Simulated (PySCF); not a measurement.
B(F)(NHMe)(OMe) (C₂H₇BFNO), SMILES CNB(F)OC. The structure is a stationary point at r2SCAN-D4/def2-SVP. This is a generated structure with no PubChem entry under its InChIKey; it may be hypothetical. One conformer was computed; it need not be the lowest.

Computed equilibrium geometry at r2SCAN-D4/def2-SVP (PySCF confirms it by a frequency run) as bond lengths and angles, and its point group (one conformer of several):
point group Cs.
Atoms: B1 F2 N3 C4 H5 H6 H7 H8 O9 C10 H11 H12 H13. Bonded distances (Å): B1–F2 1.342, B1–N3 1.410, B1–O9 1.365, N3–C4 1.447, N3–H5 1.013, C4–H6 1.105, C4–H7 1.105, C4–H8 1.098, O9–C10 1.404, C10–H11 1.107, C10–H12 1.100, C10–H13 1.107. Angles (°): F2–B1–N3 119.2, F2–B1–O9 116.2, N3–B1–O9 124.5, B1–N3–C4 125.1, B1–N3–H5 119.9, C4–N3–H5 114.9, N3–C4–H6 112.2, N3–C4–H7 112.2, N3–C4–H8 109.0, H6–C4–H7 107.8, H6–C4–H8 107.7, H7–C4–H8 107.7, B1–O9–C10 120.8, O9–C10–H11 111.9, O9–C10–H12 108.6, O9–C10–H13 111.9, H11–C10–H12 108.0, H11–C10–H13 108.3, H12–C10–H13 108.0.
Charge 0, spin multiplicity 1.
